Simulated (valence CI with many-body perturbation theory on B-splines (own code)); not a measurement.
# S I: electric-dipole lines

Computed by relativistic CI+MBPT: six valence electrons over a frozen Dirac-Fock core [Ne], a basis of 9 s, 9 p, 8 d, 6 f, 3 g, 1 h functions for each j, with the one-electron correlation potential Σ1 (screened to all orders), the two-electron term Σ2, the three-electron term Σ3, Breit, model QED; selected single and double excitations, second order for the rest, scaled by the run's own slope (own B-spline code, finite nucleus).

Set against measurement, 29 paired levels are off by 270 cm⁻¹ on average, the worst by 480. Among the levels kept, up to 3200 cm⁻¹ of a level comes from second order outside the variational space, and about a tenth of that is noise between levels of different J, which matters for small intervals.

Lines 1 to 50 of 136 in falling wavelength, among levels below 73365 cm⁻¹, chosen from the strongest by gf and those to the six lowest levels. Wavelengths and rates use the calculated energies, so an error of 300 cm⁻¹ moves a line at 3394 nm by 10 % and its rate by three times that or more. Electric multipoles are in the length gauge, E1 and E2 with the static RPA response of the core. Weak lines are less certain than strong ones. Lines between different terms over intervals too small for the method are left out, as are lines whose strength nearly cancels and 2 of this kind that miss the measured wavelength by over 7 %. The highest levels of a list are the least certain.

| λ vac (nm) | λ from measured levels | Upper | Lower | A (s⁻¹) | log gf | Branch % |
| --- | --- | --- | --- | --- | --- | --- |
| 3394 | 3339 | 3s2 3p3 3d 5D°_0 | 3s2 3p3 4p 3P_1 | 2.47e+02 | -4.37 | 0.0 |
| 3236 | 3420 | 3s2 3p3 4s 3D°_1 | 3s2 3p3 4p 3P_2 | 1.68e+03 | -3.10 | 0.0 |
| 3236 | 3410 | 3s2 3p3 4s 3D°_2 | 3s2 3p3 4p 3P_2 | 1.52e+04 | -1.92 | 0.0 |
| 3222 | 3416 | 3s2 3p3 4s 3D°_1 | 3s2 3p3 4p 3P_1 | 2.68e+04 | -1.90 | 0.0 |
| 3221 | 3406 | 3s2 3p3 4s 3D°_2 | 3s2 3p3 4p 3P_1 | 4.46e+04 | -1.46 | 0.0 |
| 3217 | 3390 | 3s2 3p3 4s 3D°_3 | 3s2 3p3 4p 3P_2 | 5.35e+04 | -1.24 | 0.0 |
| 3193 | 3341 | 3s2 3p3 3d 5D°_1 | 3s2 3p3 4p 3P_2 | 3.38e+02 | -3.81 | 0.0 |
| 3179 | 3337 | 3s2 3p3 3d 5D°_1 | 3s2 3p3 4p 3P_1 | 2.14e+03 | -3.01 | 0.0 |
| 3162 | 3336 | 3s2 3p3 3d 5D°_3 | 3s2 3p3 4p 3P_2 | 5.49e+03 | -2.24 | 0.0 |
| 3153 | 3339 | 3s2 3p3 3d 5D°_2 | 3s2 3p3 4p 3P_2 | 8.41e+02 | -3.20 | 0.0 |
| 3140 | 3335 | 3s2 3p3 3d 5D°_2 | 3s2 3p3 4p 3P_1 | 1.01e+03 | -3.13 | 0.0 |
| 2268 | 2253 | 3s2 3p3 3d 5D°_0 | 3s2 3p3 4p 5P_1 | 3.14e+06 | -0.62 | 98.0 |
| 2222 | 2301 | 3s2 3p3 4s 1D°_2 | 3s2 3p3 4p 3P_2 | 5.00e+02 | -3.73 | 0.0 |
| 2216 | 2299 | 3s2 3p3 4s 1D°_2 | 3s2 3p3 4p 3P_1 | 2.55e+03 | -3.03 | 0.0 |
| 2206 | 2271 | 3s2 3p3 3d 5D°_4 | 3s2 3p3 4p 5P_3 | 3.61e+06 | 0.37 | 100.0 |
| 2200 | 2294 | 3s2 3p3 4s 3D°_1 | 3s2 3p3 4p 5P_2 | 3.17e+04 | -2.16 | 0.0 |
| 2200 | 2289 | 3s2 3p3 4s 3D°_2 | 3s2 3p3 4p 5P_2 | 2.82e+04 | -1.99 | 0.0 |
| 2191 | 2280 | 3s2 3p3 4s 3D°_3 | 3s2 3p3 4p 5P_2 | 1.63e+05 | -1.09 | 0.1 |
| 2190 | 2288 | 3s2 3p3 4s 3D°_1 | 3s2 3p3 4p 5P_1 | 9.76e+04 | -1.68 | 0.1 |
| 2189 | 2284 | 3s2 3p3 4s 3D°_2 | 3s2 3p3 4p 5P_1 | 1.70e+04 | -2.21 | 0.0 |
| 2180 | 2258 | 3s2 3p3 3d 5D°_1 | 3s2 3p3 4p 5P_2 | 9.13e+05 | -0.71 | 11.6 |
| 2170 | 2253 | 3s2 3p3 3d 5D°_1 | 3s2 3p3 4p 5P_1 | 2.77e+06 | -0.23 | 35.1 |
| 2165 | 2256 | 3s2 3p3 3d 5D°_3 | 3s2 3p3 4p 5P_2 | 2.36e+06 | 0.07 | 20.1 |
| 2164 | 2299 | 3s2 3p3 4s 3D°_2 | 3s2 3p3 4p 5P_3 | 2.94e+03 | -2.99 | 0.0 |
| 2161 | 2257 | 3s2 3p3 3d 5D°_2 | 3s2 3p3 4p 5P_2 | 2.25e+06 | -0.10 | 43.5 |
| 2156 | 2289 | 3s2 3p3 4s 3D°_3 | 3s2 3p3 4p 5P_3 | 8.36e+04 | -1.39 | 0.1 |
| 2151 | 2251 | 3s2 3p3 3d 5D°_2 | 3s2 3p3 4p 5P_1 | 1.37e+06 | -0.32 | 26.5 |
| 2131 | 2265 | 3s2 3p3 3d 5D°_3 | 3s2 3p3 4p 5P_3 | 1.25e+06 | -0.23 | 10.6 |
| 2127 | 2266 | 3s2 3p3 3d 5D°_2 | 3s2 3p3 4p 5P_3 | 2.72e+05 | -1.04 | 5.3 |
| 1878 | 1897 | 3s2 3p3 3d 3D°_1 | 3s2 3p3 4p 3P_2 | 2.05e+05 | -1.49 | 0.1 |
| 1873 | 1895 | 3s2 3p3 3d 3D°_1 | 3s2 3p3 4p 3P_1 | 3.09e+06 | -0.31 | 1.0 |
| 1866 | 1896 | 3s2 3p3 3d 3D°_2 | 3s2 3p3 4p 3P_2 | 1.88e+06 | -0.31 | 0.6 |
| 1863 | 1893 | 3s2 3p3 3d 3D°_3 | 3s2 3p3 4p 3P_2 | 7.82e+06 | 0.45 | 2.5 |
| 1861 | 1895 | 3s2 3p3 3d 3D°_2 | 3s2 3p3 4p 3P_1 | 5.70e+06 | 0.17 | 1.8 |
| 1838 | 1896 | 3s2 3p3 3d 3D°_1 | 3s2 3p3 4p 3P_0 | 4.33e+06 | -0.18 | 1.4 |
| 1695 | 1721 | 3s2 3p3 5s 5S°_2 | 3s2 3p3 4p 3P_2 | 2.12e+03 | -3.34 | 0.0 |
| 1691 | 1720 | 3s2 3p3 5s 5S°_2 | 3s2 3p3 4p 3P_1 | 8.28e+02 | -3.75 | 0.0 |
| 1679 | 1730 | 3s2 3p3 4s 1D°_2 | 3s2 3p3 4p 5P_2 | 1.79e+00 | -6.42 | 0.0 |
| 1673 | 1727 | 3s2 3p3 4s 1D°_2 | 3s2 3p3 4p 5P_1 | 1.64e+01 | -5.46 | 0.0 |
| 1658 | 1735 | 3s2 3p3 4s 1D°_2 | 3s2 3p3 4p 5P_3 | 1.53e+01 | -5.50 | 0.0 |
| 1542 | 1548 | 3s2 3p3 5s 3S°_1 | 3s2 3p3 4p 3P_2 | 1.01e+07 | 0.03 | 6.6 |
| 1539 | 1547 | 3s2 3p3 5s 3S°_1 | 3s2 3p3 4p 3P_1 | 6.11e+06 | -0.19 | 4.0 |
| 1515 | 1548 | 3s2 3p3 5s 3S°_1 | 3s2 3p3 4p 3P_0 | 2.07e+06 | -0.67 | 1.4 |
| 1475 | 1491 | 3s2 3p3 3d 3D°_1 | 3s2 3p3 4p 5P_2 | 6.43e+01 | -5.20 | 0.0 |
| 1470 | 1488 | 3s2 3p3 3d 3D°_1 | 3s2 3p3 4p 5P_1 | 1.08e+03 | -3.98 | 0.0 |
| 1468 | 1491 | 3s2 3p3 3d 3D°_2 | 3s2 3p3 4p 5P_2 | 5.16e+02 | -4.08 | 0.0 |
| 1465 | 1489 | 3s2 3p3 3d 3D°_3 | 3s2 3p3 4p 5P_2 | 2.74e+03 | -3.21 | 0.0 |
| 1463 | 1488 | 3s2 3p3 3d 3D°_2 | 3s2 3p3 4p 5P_1 | 2.01e+03 | -3.49 | 0.0 |
| 1452 | 1495 | 3s2 3p3 3d 3D°_2 | 3s2 3p3 4p 5P_3 | 8.67e+00 | -5.86 | 0.0 |
| 1449 | 1493 | 3s2 3p3 3d 3D°_3 | 3s2 3p3 4p 5P_3 | 1.94e+02 | -4.37 | 0.0 |

Task: How does gf follow from A for the line at 1539 nm?

Result: gf = 1.4992 × (2J+1)_upper × A / σ², with σ = 6499 cm⁻¹ and 2J+1 = 3: gf = 0.650.
